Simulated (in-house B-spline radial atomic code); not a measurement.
Values are calculated unless marked as measured or tabulated.
**Building a PAW s channel for B, r_c = 1.47 bohr**

B, [He] 2s2 2p1, non-relativistic PBE, spherical and spin-unpolarised, from a B-spline radial code for spherical atoms (atomic units; all potentials screened as in the neutral atom).

Two all-electron partial waves φ1, φ2 are integrated outwards at E1 = ε(2s) = -0.346865 and E2 = E1 + 0.5 hartree; φ1 is the bound orbital and φ2 has unit norm inside r_c = 1.4682 bohr. Smooth partners are polynomials, r^1(a0 + a1 r² + a2 r⁴ + a3 r⁶), matched to φ and three derivatives at r_c, with no condition on the norm. The local potential is -4.03518 + (3.54268) r² + (-1.52302) r⁴ + (0.255722) r⁶ inside 1.202 bohr and the all-electron one outside.

| wave | φ(r_c) | φ'(r_c) | a0 | a1 | a2 | a3 |
| --- | --- | --- | --- | --- | --- | --- |
| 1 | 0.7355818 | 0.04103718 | 0.6518726 | 0.008741854 | -0.05601144 | 0.009041186 |
| 2 | 1.106046 | -0.7043105 | 1.411182 | -0.1922498 | -0.08950731 | 0.01721732 |

Inside r_c the overlaps are <φi φj> = [[0.31959, 0.56347], [0.56347, 1.00000]] and, for the smooth waves, [[0.35936, 0.64822], [0.64822, 1.17977]]. With χj = (Ej − T − V_local) applied to smooth wave j, the program's quadrature gives the matrix B_ij = <smooth i, χj> as [[0.30375, 0.64073], [0.59836, 1.26351]].

(1) Check the match of the first wave, and find the augmentation charges q_ij.

(2) B isn't symmetric. Show that D_ij = B_ij + Ej q_ij is.

Solving (T + V_local + Σ p D p) ψ = E (1 + Σ p q p) ψ in a sphere of 9 bohr gives these levels:

```
all-electron  one projector  two projectors
   -0.346852      -0.346852       -0.346852
    0.043296       0.043056        0.043296
    0.331048       0.329623        0.331048
    0.769186       0.763230        0.769174
    1.347880       1.328330        1.347740
```

(3) What does the second projector gain?

Results:

(1) At r_c the four terms are 0.95708, 0.02767, -0.38212, 0.13296, which sum to 0.7356, φ1(r_c) to rounding. q_ij is the all-electron overlap less the smooth one: [[-0.03977, -0.08475], [-0.08475, -0.17977]]. The smooth first wave has a norm of 0.3594 inside r_c against 0.3196, so q11 is negative and must stay small enough for the overlap operator to be positive.

(2) Integrating by parts gives B12 − B21 = (E1 − E2) q12: 0.64073 − (0.59836) = 0.04238, and −0.5 × (-0.08475) = 0.04238. So D12 = 0.64073 + (0.153135)(-0.08475) = 0.62775 and D21 = 0.59836 + (-0.346865)(-0.08475) = 0.62775; D11 = 0.31755, D22 = 1.23598. The projectors, p = (B⁻¹)ᵀ χ, are dual to the smooth waves; det B = 0.0004, small beside B11 B22, as the two smooth waves look alike inside r_c.

(3) With one projector the errors are 0.00, -0.24, -1.43, -5.96, -19.55 millihartree. With two the errors are 0.00, 0.00, 0.00, -0.01, -0.14 millihartree. The scattering is exact at E1 and at E2 = 0.153, and over all levels compared the largest error is 0.14 millihartree. The lowest eigenvalue of the overlap operator is 0.77 with one and 0.2477 with two projectors. The smooth orbital alone needs a cutoff of 6.77 hartree for 1 millihartree of kinetic energy, against 11.5 for a norm-conserving Troullier-Martins orbital of the same radius; part of the gain comes from giving up the norm, part from the simpler form.
